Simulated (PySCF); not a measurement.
SMILES C=Cc1ccc(-c2ccco2)cc1, GFN2-xTB optimised geometry.

```
23

C     -1.95    -4.22     0.00
C     -2.40    -2.97     0.00
C     -1.61    -1.75     0.00
C     -2.26    -0.51     0.00
C     -1.55     0.67     0.00
C     -0.16     0.66     0.00
C      0.60     1.90     0.00
C      0.20     3.21     0.00
C      1.38     3.99     0.00
C      2.41     3.10     0.00
O      1.95     1.84     0.00
C      0.50    -0.57     0.00
C     -0.21    -1.75     0.00
H     -2.63    -5.06     0.00
H     -0.90    -4.46     0.00
H     -3.48    -2.80     0.00
H     -3.34    -0.49     0.00
H     -2.08     1.61     0.00
H     -0.80     3.58     0.00
H      1.45     5.06     0.00
H      3.48     3.23     0.00
H      1.58    -0.59     0.00
H      0.33    -2.69     0.00
```

Density from PBE0/def2-SVP in PySCF at that geometry.

Minimum of the electron density along straight lines between bonded atoms, close to the bond critical point (lines longer than 1.1 times the sum of covalent radii, or with two minima, are not listed):

```json
[
 {"bond": "C1–C2", "length / Å": "1.328", "ρ at the minimum / e bohr⁻³": "0.341", "∇²ρ there / e bohr⁻⁵": "-0.91", "position (fraction from the first atom)": "0.50"},
 {"bond": "C2–C3", "length / Å": "1.456", "ρ at the minimum / e bohr⁻³": "0.276", "∇²ρ there / e bohr⁻⁵": "-0.68", "position (fraction from the first atom)": "0.50"},
 {"bond": "C3–C4", "length / Å": "1.398", "ρ at the minimum / e bohr⁻³": "0.306", "∇²ρ there / e bohr⁻⁵": "-0.77", "position (fraction from the first atom)": "0.50"},
 {"bond": "C4–C5", "length / Å": "1.377", "ρ at the minimum / e bohr⁻³": "0.316", "∇²ρ there / e bohr⁻⁵": "-0.81", "position (fraction from the first atom)": "0.50"},
 {"bond": "C5–C6", "length / Å": "1.396", "ρ at the minimum / e bohr⁻³": "0.305", "∇²ρ there / e bohr⁻⁵": "-0.77", "position (fraction from the first atom)": "0.50"},
 {"bond": "C6–C7", "length / Å": "1.448", "ρ at the minimum / e bohr⁻³": "0.281", "∇²ρ there / e bohr⁻⁵": "-0.70", "position (fraction from the first atom)": "0.49"},
 {"bond": "C7–C8", "length / Å": "1.375", "ρ at the minimum / e bohr⁻³": "0.319", "∇²ρ there / e bohr⁻⁵": "-0.80", "position (fraction from the first atom)": "0.52"},
 {"bond": "C8–C9", "length / Å": "1.411", "ρ at the minimum / e bohr⁻³": "0.294", "∇²ρ there / e bohr⁻⁵": "-0.70", "position (fraction from the first atom)": "0.50"},
 {"bond": "C9–C10", "length / Å": "1.361", "ρ at the minimum / e bohr⁻³": "0.326", "∇²ρ there / e bohr⁻⁵": "-0.83", "position (fraction from the first atom)": "0.48"},
 {"bond": "C7–O11", "length / Å": "1.355", "ρ at the minimum / e bohr⁻³": "0.283", "∇²ρ there / e bohr⁻⁵": "-0.01", "position (fraction from the first atom)": "0.33"},
 {"bond": "C10–O11", "length / Å": "1.340", "ρ at the minimum / e bohr⁻³": "0.291", "∇²ρ there / e bohr⁻⁵": "0.12", "position (fraction from the first atom)": "0.33"},
 {"bond": "C6–C12", "length / Å": "1.398", "ρ at the minimum / e bohr⁻³": "0.305", "∇²ρ there / e bohr⁻⁵": "-0.77", "position (fraction from the first atom)": "0.51"},
 {"bond": "C3–C13", "length / Å": "1.397", "ρ at the minimum / e bohr⁻³": "0.305", "∇²ρ there / e bohr⁻⁵": "-0.77", "position (fraction from the first atom)": "0.50"},
 {"bond": "C12–C13", "length / Å": "1.377", "ρ at the minimum / e bohr⁻³": "0.316", "∇²ρ there / e bohr⁻⁵": "-0.81", "position (fraction from the first atom)": "0.50"},
 {"bond": "C1–H14", "length / Å": "1.077", "ρ at the minimum / e bohr⁻³": "0.283", "∇²ρ there / e bohr⁻⁵": "-1.08", "position (fraction from the first atom)": "0.63"},
 {"bond": "C1–H15", "length / Å": "1.076", "ρ at the minimum / e bohr⁻³": "0.283", "∇²ρ there / e bohr⁻⁵": "-1.08", "position (fraction from the first atom)": "0.63"},
 {"bond": "C2–H16", "length / Å": "1.084", "ρ at the minimum / e bohr⁻³": "0.282", "∇²ρ there / e bohr⁻⁵": "-1.06", "position (fraction from the first atom)": "0.63"},
 {"bond": "C4–H17", "length / Å": "1.081", "ρ at the minimum / e bohr⁻³": "0.283", "∇²ρ there / e bohr⁻⁵": "-1.07", "position (fraction from the first atom)": "0.63"},
 {"bond": "C5–H18", "length / Å": "1.079", "ρ at the minimum / e bohr⁻³": "0.284", "∇²ρ there / e bohr⁻⁵": "-1.08", "position (fraction from the first atom)": "0.63"},
 {"bond": "C8–H19", "length / Å": "1.070", "ρ at the minimum / e bohr⁻³": "0.286", "∇²ρ there / e bohr⁻⁵": "-1.10", "position (fraction from the first atom)": "0.63"},
 {"bond": "C9–H20", "length / Å": "1.071", "ρ at the minimum / e bohr⁻³": "0.286", "∇²ρ there / e bohr⁻⁵": "-1.11", "position (fraction from the first atom)": "0.63"},
 {"bond": "C10–H21", "length / Å": "1.072", "ρ at the minimum / e bohr⁻³": "0.291", "∇²ρ there / e bohr⁻⁵": "-1.17", "position (fraction from the first atom)": "0.65"},
 {"bond": "C12–H22", "length / Å": "1.080", "ρ at the minimum / e bohr⁻³": "0.285", "∇²ρ there / e bohr⁻⁵": "-1.10", "position (fraction from the first atom)": "0.64"},
 {"bond": "C13–H23", "length / Å": "1.079", "ρ at the minimum / e bohr⁻³": "0.284", "∇²ρ there / e bohr⁻⁵": "-1.08", "position (fraction from the first atom)": "0.63"}
]
```
